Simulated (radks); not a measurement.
Values are calculated unless marked as measured or tabulated.
Q: The thallium ion Tl70+, 11 electrons, occupied as [Ne] 3s1 (the NIST ground configuration). Code: a radial shooting solver on a logarithmic mesh with Libxc functionals. Model: non-relativistic Kohn-Sham, LB94 model potential, spin-polarised, spherical densities, point nucleus; open shells are filled with parallel spins first (spin-orbit coupling, left out, can overturn this in heavy ions); relativity is left out, which matters for an element this heavy. Some entries of the table are withheld. Estimate them.

orbital  occ.  eigenvalue (eV)  <1/r> (bohr^-1)
1s up       1        -83551.47            80.52
1s down     1        -83545.39            80.52
2s down     1              (1)            19.25
2s up       1              (2)            19.26
2p down     3        -18584.10            19.26
2p up       3        -18583.68            19.26
3s down     0        -8116.621            8.304
3s up       1        -8099.025            8.276

A: 
(1) 2s down eigenvalue (eV): -18983.05
(2) 2s up eigenvalue (eV): -18981.22
